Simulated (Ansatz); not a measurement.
Relaxation of CH₅Ga (7 atoms, charge 0, multiplicity 1), to a largest force component of 0.03 eV/Å in at most 50 steps.

The calculation used RKS BHLYP-D4/def2-SVP (Ansatz).

```xyz
7
Properties=species:S:1:pos:R:3
Ga 0.320 0.008 0.017
C 1.069 -0.040 1.824
H 0.471 -0.197 2.725
H 1.844 -0.812 1.770
H 1.598 0.916 1.913
H 1.797 0.213 -0.417
H -1.042 -0.089 -0.694
```

**Question.** Where does it end, and by what steps?

**Answer.** It converged. After 5 steps the energy has fallen by 0.624 eV; H6 moved furthest, 0.70 Å.

```csv
step,energy less start (eV),largest force component (eV/Å),accepted
0,0.0000,1.578,yes
1,-0.3185,0.740,yes
2,-0.4814,0.414,yes
3,-0.6037,0.299,yes
4,-0.6218,0.111,yes
5,-0.6236,0.018,yes
```

```xyz
7
Properties=species:S:1:pos:R:3
Ga 0.565 0.041 -0.001
C 1.096 -0.039 1.894
H 0.250 -0.197 2.565
H 1.818 -0.848 2.046
H 1.600 0.890 2.180
H 1.660 0.266 -1.104
H -0.932 -0.114 -0.443
```

Whether the end is a true minimum wasn't checked by a vibrational analysis.

The run took 8.9 s on 1 thread of Intel(R) Xeon(R) 6975P-C (Granite Rapids), on a shared host, peak memory 0.15 GiB.
